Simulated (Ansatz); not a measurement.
All values below come from Ansatz (a quantum-chemistry and plane-wave program) with PBE-D3(BJ)/def2-SVP. No frequencies were computed at this level.

Ansatz 0.2 input:
```yaml
crystal:
  periodic: [false, false, false]
  atoms:
    - { symbol: B, position_ang: [-1.898749, -0.036354, -0.007986] }
    - { symbol: C, position_ang: [-0.394389, -0.268385, -0.006993] }
    - { symbol: C, position_ang: [0.291089, -1.467286, -0.032709] }
    - { symbol: O, position_ang: [1.60635, -1.294067, -0.024503] }
    - { symbol: C, position_ang: [1.841689, 0.041281, 0.007507] }
    - { symbol: C, position_ang: [0.65876, 0.717078, 0.019505] }
    - { symbol: O, position_ang: [0.508605, 2.057414, 0.050628] }
    - { symbol: H, position_ang: [-2.623055, -0.951918, -0.032379] }
    - { symbol: H, position_ang: [-2.336367, 1.051878, 0.015056] }
    - { symbol: H, position_ang: [-0.075547, -2.475485, -0.057208] }
    - { symbol: H, position_ang: [2.859001, 0.372143, 0.018439] }
    - { symbol: H, position_ang: [-0.437387, 2.253702, 0.050642] }
basis:
  gaussian: { orbitals: def2-svp }
hamiltonian:
  xc: pbe
  dispersion: d3bj
relax:
  max_steps: 150
```

Output:

```
Functional definition: PBE
1362 factors; their error is unknown
mean field evaluation 1: about -8972.9309 eV, gradient 5.7e1 eV
mean field evaluation 2: about -8965.6489 eV, gradient 8.1e1 eV
mean field evaluation 4: about -8980.8998 eV, gradient 8.6e0 eV
mean field evaluation 8: about -8981.0851 eV, gradient 1.4e-1 eV
mean field evaluation 16: about -8981.0154 eV, gradient 3.0e-3 eV
mean field -8981.01543707 eV, -330.0462297613 hartree, gradient 6.4e-5 eV, S^2 0.000000; 0 other end points of the search recorded, 0 dependent functions left out
reference -8981.01547114 eV, -330.0462310134 hartree; 25, 25 occupied and 98, 98 virtual orbitals, 1362 factors
relax step   1: F+E_penalty+E_count = -8981.28696021 eV  Δ(F+E_penalty+E_count) = +0.000e0 eV  max|allowed force component| = 1.325e0 eV/Å  Δτ_max = 0.0000 Å  (31 SCF iters, accepted)
these checks for a lower state are left out or cut short: starts, cluster_reference, orbital_swaps, neighbouring_geometries, increment
1362 factors; their error is unknown
mean field -8981.12481546 eV, -330.0502493429 hartree, gradient 8.6e-6 eV, S^2 0.000000; 0 other end points of the search recorded, 0 dependent functions left out
reference -8981.12484988 eV, -330.0502506079 hartree; 25, 25 occupied and 98, 98 virtual orbitals, 1362 factors
relax step   2: F+E_penalty+E_count = -8981.39676127 eV  Δ(F+E_penalty+E_count) = -1.098e-1 eV  max|allowed force component| = 4.815e-1 eV/Å  Δτ_max = 0.0399 Å  (35 SCF iters, accepted)
these checks for a lower state are left out or cut short: starts, cluster_reference, orbital_swaps, neighbouring_geometries, increment
1362 factors; their error is unknown
mean field evaluation 32: about -8981.1399 eV, gradient 1.6e-3 eV
mean field -8981.13994322 eV, -330.0508052781 hartree, gradient 8.8e-6 eV, S^2 0.000000; 0 other end points of the search recorded, 0 dependent functions left out
reference -8981.13997780 eV, -330.0508065487 hartree; 25, 25 occupied and 98, 98 virtual orbitals, 1362 factors
relax step   3: F+E_penalty+E_count = -8981.41215678 eV  Δ(F+E_penalty+E_count) = -1.540e-2 eV  max|allowed force component| = 1.773e-1 eV/Å  Δτ_max = 0.0203 Å  (35 SCF iters, accepted)
these checks for a lower state are left out or cut short: starts, cluster_reference, orbital_swaps, neighbouring_geometries, increment
1362 factors; their error is unknown
mean field -8981.14077604 eV, -330.0508358835 hartree, gradient 8.8e-6 eV, S^2 0.000000; 0 other end points of the search recorded, 0 dependent functions left out
reference -8981.14081062 eV, -330.0508371542 hartree; 25, 25 occupied and 98, 98 virtual orbitals, 1362 factors
relax step   4: F+E_penalty+E_count = -8981.41314308 eV  Δ(F+E_penalty+E_count) = -9.863e-4 eV  max|allowed force component| = 6.893e-2 eV/Å  Δτ_max = 0.0113 Å  (35 SCF iters, accepted)
these checks for a lower state are left out or cut short: starts, cluster_reference, orbital_swaps, neighbouring_geometries, increment
1362 factors; their error is unknown
mean field -8981.14111618 eV, -330.0508483835 hartree, gradient 8.8e-6 eV, S^2 0.000000; 0 other end points of the search recorded, 0 dependent functions left out
reference -8981.14115076 eV, -330.0508496543 hartree; 25, 25 occupied and 98, 98 virtual orbitals, 1362 factors
relax step   5: F+E_penalty+E_count = -8981.41367997 eV  Δ(F+E_penalty+E_count) = -5.369e-4 eV  max|allowed force component| = 2.832e-2 eV/Å  Δτ_max = 0.0185 Å  (36 SCF iters, accepted)
these checks for a lower state are left out or cut short: starts, cluster_reference, orbital_swaps, neighbouring_geometries, increment
1362 factors; their error is unknown
mean field -8981.14109042 eV, -330.0508474367 hartree, gradient 8.9e-6 eV, S^2 0.000000; 0 other end points of the search recorded, 0 dependent functions left out
reference -8981.14112499 eV, -330.0508487073 hartree; 25, 25 occupied and 98, 98 virtual orbitals, 1362 factors
relax step   6: F+E_penalty+E_count = -8981.41374649 eV  Δ(F+E_penalty+E_count) = -6.651e-5 eV  max|allowed force component| = 1.297e-2 eV/Å  Δτ_max = 0.0072 Å  (36 SCF iters, accepted)
these checks for a lower state are left out or cut short: starts, cluster_reference, orbital_swaps, neighbouring_geometries, increment
1362 factors; their error is unknown
mean field -8981.14110655 eV, -330.0508480296 hartree, gradient 7.6e-5 eV, S^2 0.000000; 0 other end points of the search recorded, 0 dependent functions left out
reference -8981.14114113 eV, -330.0508493003 hartree; 25, 25 occupied and 98, 98 virtual orbitals, 1362 factors
relax step   7: F+E_penalty+E_count = -8981.41375714 eV  Δ(F+E_penalty+E_count) = -1.066e-5 eV  max|allowed force component| = 3.723e-3 eV/Å  Δτ_max = 0.0010 Å  (22 SCF iters, accepted)
1362 factors; their error is unknown
mean field evaluation 64: about -8979.7783 eV, gradient 2.4e1 eV
mean field -8981.14110655 eV, -330.0508480296 hartree, gradient 7.6e-5 eV, S^2 0.000000; 1 other end points of the search recorded, 0 dependent functions left out
reference -8981.14114113 eV, -330.0508493003 hartree; 25, 25 occupied and 98, 98 virtual orbitals, 1362 factors
Total energy: -8981.41379172 eV, -330.0608690249 hartree
Atom 0 at    -1.893079    -0.031957    -0.007802 Å, force    -0.001101     0.001248     0.000139 eV/Å
Atom 1 at    -0.397488    -0.273454    -0.007842 Å, force    -0.002787    -0.002561     0.000202 eV/Å
Atom 2 at     0.294147    -1.486735    -0.033423 Å, force     0.000860    -0.001118    -0.000240 eV/Å
Atom 3 at     1.618701    -1.301240    -0.024212 Å, force     0.001739     0.000964     0.000122 eV/Å
Atom 4 at     1.864056     0.062251     0.008361 Å, force     0.002710    -0.001715     0.000082 eV/Å
Atom 5 at     0.661602     0.730643     0.019445 Å, force     0.000953    -0.002135    -0.000337 eV/Å
Atom 6 at     0.485988     2.065965     0.049817 Å, force    -0.000691     0.003723     0.000086 eV/Å
Atom 7 at    -2.691090    -0.948235    -0.032035 Å, force     0.001004     0.000695    -0.000022 eV/Å
Atom 8 at    -2.322783     1.115491     0.017257 Å, force    -0.001223     0.000258    -0.000036 eV/Å
Atom 9 at    -0.051784    -2.526829    -0.058851 Å, force    -0.000201     0.000298    -0.000017 eV/Å
Atom 10 at     2.911823     0.370410     0.019405 Å, force    -0.000966    -0.000169     0.000001 eV/Å
Atom 11 at    -0.480094     2.223691     0.049880 Å, force    -0.000297     0.000510     0.000019 eV/Å
Dipole moment:     0.005907    -0.079833    -0.001831 e Å
```

Cost: about 30 core-seconds (a rough figure).
